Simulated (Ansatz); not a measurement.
FHSi (SMILES F[SiH]), charge 0, multiplicity 1, relaxed at each level with Ansatz (an electronic-structure program); harmonic frequencies from differences of analytic forces, average atomic masses, frozen cores.

Task: Give the equilibrium geometry, the harmonic frequencies and the zero-point energy at r2SCAN/def2-TZVPP.

Result: 
(charge 0, multiplicity 1):
```xyz
3

Si    -0.20415    -0.34470     0.44890
H     -1.00214    -1.19402    -0.55955
F      0.42978     0.66973    -0.63467
```
Frequencies (cm⁻¹): 844, 871, 1951. Zero-point energy 5.24 kcal/mol.

Task: Give the equilibrium geometry, the harmonic frequencies and the zero-point energy at CCSD(T)/cc-pV(T+d)Z.

Result: 
(charge 0, multiplicity 1):
```json
[
 {"atom": "Si", "x (Å)": "-0.2067", "y (Å)": "-0.3465", "z (Å)": "0.4403"},
 {"atom": "H", "x (Å)": "-1.0018", "y (Å)": "-1.1947", "z (Å)": "-0.5538"},
 {"atom": "F", "x (Å)": "0.4320", "y (Å)": "0.6721", "z (Å)": "-0.6318"}
]
```
Frequencies (cm⁻¹): 855, 883, 1999. Zero-point energy 5.34 kcal/mol.

Doubts at one or more of the structures used: a restricted determinant that unrestricted orbitals would lower (CCSD(T)/cc-pV(T+d)Z).
